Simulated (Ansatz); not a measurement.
Consider the formal hydrolysis of a C–C bond: `CC/C=C\Br` + H₂O → `OC/C=C/Br` + CH₄.

Computed with Ansatz on PBE0-D4/def2-TZVP structures; ΔE is electronic, products minus reactants. CBS: MP2 limit from def2 TZ/QZ plus the TZ coupled-cluster correction, frozen cores. This one scheme is used for every species. Double bonds are as drawn, so ΔE can hold a change between cis and trans. Functionals use def2-TZVPP. For Br outer-core shells are correlated without core-valence functions, which leaves a few kJ/mol of doubt a bond. Scalar relativity is left out up to krypton. Each species was taken in one conformer, which may not be the lowest.

CCSD(T)/CBS gives +0.49 eV.

Q: Another level gave +0.43 eV. Which?
A. BLYP/def2-TZVPP
B. CCSD(T)/def2-TZVPP
C. HF/def2-TZVPP
D. PBE0/def2-TZVPP

A: B. CCSD(T)/def2-TZVPP 0.43, HF/def2-TZVPP 0.30, PBE0 0.38, BLYP 0.25 eV.

Q: What do rigid-rotor, harmonic-oscillator terms from PBE0-D4/def2-TZVP frequencies (298.15 K, 1 bar) make of the CCSD(T)/CBS value? (Best estimate.)

A: Computed: ΔZPE = 0.00 eV, ΔH = +0.48 eV, ΔS = -13 J/(mol·K), ΔG = +0.52 eV. Modes under 50 cm⁻¹ make the entropy rough.

Largest T1 diagnostic among the species: 0.010.

From r2SCAN to r2SCAN0 (25 % exact exchange), in def2-TZVPP and without D4, ΔE moves by +0.04 eV. The D4 term adds +0.06 eV with B3LYP and +0.03 eV with PBE0; it sums over pairs of atoms, weighted by their polarisabilities, and B3LYP, whose exchange is more repulsive, gets the larger term.

B3LYP here is the variant with VWN-RPA as its local correlation; programs differ in this.
